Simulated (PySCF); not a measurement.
Stationary points of MoS₂²⁺

Method: PBE0/[Mo def2-TZVP with ECP28, S def2-TZVP], scalar-relativistic core potentials, density fitting, no spin–orbit coupling, PySCF.

Relaxations began from a few typed shapes. The search is not exhaustive: other isomers or separated fragments can lie lower, and high-lying points may rest on an excited occupation.

Problem. Which is the lowest minimum found?
A. singlet C2v: Mo–S 2.038 Å (×2); S–Mo–S 104.1°
B. singlet D∞h: Mo–S 2.097 Å (×2); S–Mo–S 180.0°
C. singlet (closed shell, unstable to spin polarisation) C2v: Mo–S 2.160 Å (×2), S–S 2.033 Å; Mo–S–S 61.9° (×2), S–Mo–S 56.2°

Solution. A. The others lie at 71.7 (singlet C2v), 419.4 (singlet D∞h, a saddle point) kJ/mol above it.

Formally Mo is in oxidation state +6, d0. A d0 centre has no lone pair, yet it is C2v rather than linear: covalent bonding through the d orbitals favours lower symmetry. The polar-tensor charge on Mo, 1.54, is far below the formal one.

The electron or spin density has lower symmetry than the nuclear frame for the singlet D∞h at 419.4 kJ/mol.
